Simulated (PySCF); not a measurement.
HCl2Ge (SMILES [Cl][GeH][Cl]), doublet, at a GFN2-xTB geometry. Base run: DF-HF/6-311G** run with PySCF.

The PySCF input:
```python
from pyscf import gto, scf

mol = gto.M(
    atom='''
Cl   -0.52382962   -1.71635521   -0.35222265
Ge    0.50980526    0.01171883    0.42282189
Cl   -0.54790634    1.69400340   -0.41771353
H     1.90574293    0.00497817   -0.44138541
''',
    basis='6-311g**',
    spin=1,
    verbose=4,
)

mf = scf.UHF(mol)
mf = mf.density_fit(auxbasis='def2-universal-jkfit')
mf.kernel()
mf.analyze()
```

Variants of this job, named by their change:

| change | basis functions | E (Eh) | HOMO (eV) | dipole (D) |
|---|---|---|---|---|
| base | 102 | -2994.97145 | -10.57 | 2.74 |
| basis = cc-pVTZ-DK; relativity = none (without mf = mf.density_fit(auxbasis='def2-universal-jkfit')) | 125 | -2981.19398 | -10.44 | 2.30 |
| basis = x2c-TZVPall; relativity = spin-free X2C (without mf = mf.density_fit(auxbasis='def2-universal-jkfit')) | 128 | -3019.58376 | -10.46 | 2.36 |
| basis = cc-pVTZ-DK; relativity = spin-free X2C (without mf = mf.density_fit(auxbasis='def2-universal-jkfit')) | 125 | -3019.60046 | -10.48 | 2.37 |
| basis = cc-pVTZ-DK; relativity = spin-free X2C; nucleus = Gaussian (with nucmod='G'; without mf = mf.density_fit(auxbasis='def2-universal-jkfit')) | 125 | -3019.58639 | -10.48 | 2.37 |
| basis = x2c-SVPall; relativity = spin-free X2C (without mf = mf.density_fit(auxbasis='def2-universal-jkfit')) | 73 | -3018.86277 | -10.36 | 2.53 |
| basis = x2c-SVPall; relativity = spin-free X2C; nucleus = Gaussian (with nucmod='G'; without mf = mf.density_fit(auxbasis='def2-universal-jkfit')) | 73 | -3018.85159 | -10.36 | 2.53 |
| basis = x2c-SVPall; relativity = none (without mf = mf.density_fit(auxbasis='def2-universal-jkfit')) | 73 | -2985.50014 | -10.33 | 2.44 |
| basis = x2c-TZVPall; relativity = spin-free X2C; nucleus = Gaussian (with nucmod='G'; without mf = mf.density_fit(auxbasis='def2-universal-jkfit')) | 128 | -3019.57160 | -10.46 | 2.36 |
| basis = x2c-TZVPall; relativity = none (without mf = mf.density_fit(auxbasis='def2-universal-jkfit')) | 128 | -2984.94160 | -10.42 | 2.28 |

Absolute energies of different levels of theory aren't comparable as measures of quality.

Open shells are given as the SCF converged; they aren't shown to be the lowest states, and a large step between rows can be another state.

Basis sets contracted for a relativistic Hamiltonian are a mismatch without it, so the rows without relativity aren't non-relativistic limits. No row has spin-orbit coupling; sets with core potentials leave out the core electrons.
